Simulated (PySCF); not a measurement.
**Levels of Ba⁴⁵⁺ from EOM-EA-GCCSD**

Reference: closed-shell Ba⁴⁶⁺, [Ne]; one electron is added. Calculated with PySCF 2.14, two-component X2C-1e with screened spin-orbit coupling, an uncontracted even-tempered set (17 s from 6 bohr⁻², ratio 2.6; 13 p from 7.8 bohr⁻², ratio 2.6; 6 d from 8 bohr⁻², ratio 2.8; 3 f from 180 bohr⁻², ratio 2.8); frozen 1s2; the 48 highest virtual spinors dropped; of the others 44 kept and the rest restored at second order. No Breit or QED terms. Binding energies in eV.

```json
{"level": "3s1/2", "Koopmans": "3642.1", "second order": "3642.9", "EOM-CCSD": "3642.9"}
{"level": "3p1/2", "Koopmans": "3536.9", "second order": "3537.8", "EOM-CCSD": "3537.8"}
{"level": "3p3/2", "Koopmans": "3433.7", "second order": "3434.6", "EOM-CCSD": "3434.6"}
{"level": "3d3/2", "Koopmans": "3299.8", "second order": "3300.4", "EOM-CCSD": "3300.4"}
{"level": "3d5/2", "Koopmans": "3276.7", "second order": "3277.3", "EOM-CCSD": "3277.3"}
```

Electric-dipole lines between these computed levels:

| lower | upper | ΔE (eV) | vacuum wavelength (nm) |
| --- | --- | --- | --- |
| 3s1/2 | 3p1/2 | 105.08 | 11.80 |
| 3s1/2 | 3p3/2 | 208.30 | 5.952 |
| 3p1/2 | 3d3/2 | 237.38 | 5.223 |
| 3p3/2 | 3d3/2 | 134.16 | 9.242 |
| 3p3/2 | 3d5/2 | 157.25 | 7.884 |

For comparison, the ionisation energy of Ba⁴⁵⁺ is 3640 ± 4 eV (theoretical estimate listed by NIST; NIST Atomic Spectra Database, ionization energies).

Only part of the computed levels is shown.
